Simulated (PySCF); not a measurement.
An unknown shows these calculated signals:

1H NMR (400 MHz, computed): δ 6.68 (br s, 1H), 6.18 (m, 1H), 6.17 (m, 1H), 5.92 (m, 1H), 5.31 (d, 1H), 5.30 (m, 1H), 5.28 (m, 1H).

13C{1H} NMR (computed): δ 182.3 (C), 139.6 (CH), 127.8 (C), 125.0 (CH2), 75.9 (CH).

Level of theory: σ from GIAO-PBE0/pcSseg-1, GFN2-xTB structure, in PySCF 2.14.0 with density-fitted response routines (in vacuum, single conformer, non-relativistic Hamiltonian).

References, each an isolated molecule treated in the same way: 1H (σref 31.72) and 13C (σref 186.93) vs TMS.

Question: Which of these does the molecule contain: an S-methyl group, an aldehyde, a nitrile, a carboxylic acid, a non-aromatic C=C double bond, a three-membered ring?

Answer: 
- An S-methyl group: no.
- An aldehyde: no.
- A nitrile: yes (δC 127.8).
- A carboxylic acid: yes (δC 182.3; δH 6.68 (br s)).
- A non-aromatic C=C double bond: yes.
- A three-membered ring: no.

The data belong to `C([SiH2]O[C@@H](C=C)C(=O)O)#N`, C5H7NO3Si; they needn't prove each group on their own.

Carbon signals by region: 1 in the far downfield region (above 160 ppm), 3 in the sp2 and nitrile region (100–160 ppm), 1 at 50–100 ppm. Above 160 ppm: 182.3, carboxylic acid carbon.

OH and NH positions are those of a molecule without intermolecular hydrogen bonds; in solution they move with solvent, concentration and temperature, and exchange usually removes their couplings. Shifts are as computed. Against solution values, carbons near 30 ppm lie about +3 ppm off and those near 130 ppm about +5 ppm. Of 1211 compounds with measured shifts, 218 miss one by over three times the rms of a fit or turn the order of signals round; such compounds aren't used in these exercises. The C=O carbon of an acid or of an amide with N–H lies up to 10 ppm further downfield in solution, through hydrogen bonding that the calculation lacks. No couplings were computed; multiplicities are counted from neighbouring protons, with m where these are inequivalent, close in shift, in a saturated or five-membered ring or joined by F or P, and br s for small geminal =CH2 splittings.
